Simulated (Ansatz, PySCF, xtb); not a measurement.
Dimer: CH4 (SMILES C) (first 5 atoms) with CH3Br (SMILES CBr); geometry from B3LYP-D3(BJ)/def2-TZVP, rigid monomers moved along the line of their centres of mass till C1···H8 is 3.89 Å.
(charge 0, multiplicity 1):
```csv
atom,x (Å),y (Å),z (Å)
C,0.0542,0.0564,0.1627
H,-0.1256,-0.5714,1.0342
H,-0.5792,0.9418,0.2129
H,1.1014,0.3571,0.1370
H,-0.1808,-0.5020,-0.7425
C,0.5728,1.1296,4.9181
Br,-0.0799,-0.6601,5.3674
H,0.6087,1.2018,3.8371
H,1.5599,1.2376,5.3537
H,-0.1228,1.8475,5.3382
```

Monomers are frozen at their geometry in the pair; levels with a basis set take the counterpoise correction.

Rows in 6-31G* carry no dispersion term and start afresh at each structure (6-31G* with six Cartesian d functions); the Pople sets are all-electron and without relativity.

Codes used: Ansatz (an electronic-structure program) with Gaussian orbitals; PySCF for 6-31G* rows, the dispersion terms; xtb for the GFN methods. Each number belongs to the level named beside it.

```csv
level,interaction energy (meV)
GFN-FF,-13.8
GFN1-xTB,-12.8
HF/6-31G*,-3.0
HF/aug-cc-pVDZ,-3.2
PBE-D4/def2-TZVPPD,-21.1
r2SCAN-D3(BJ)/def2-TZVPPD,-16.3
r2SCAN-D4/def2-TZVPPD,-14.9
B3LYP/6-31G*,-0.2
PBE0/def2-TZVPPD,___
```

Question: Fill in the missing entries.

Answer: 
- PBE0/def2-TZVPPD, interaction energy (meV): -8.4
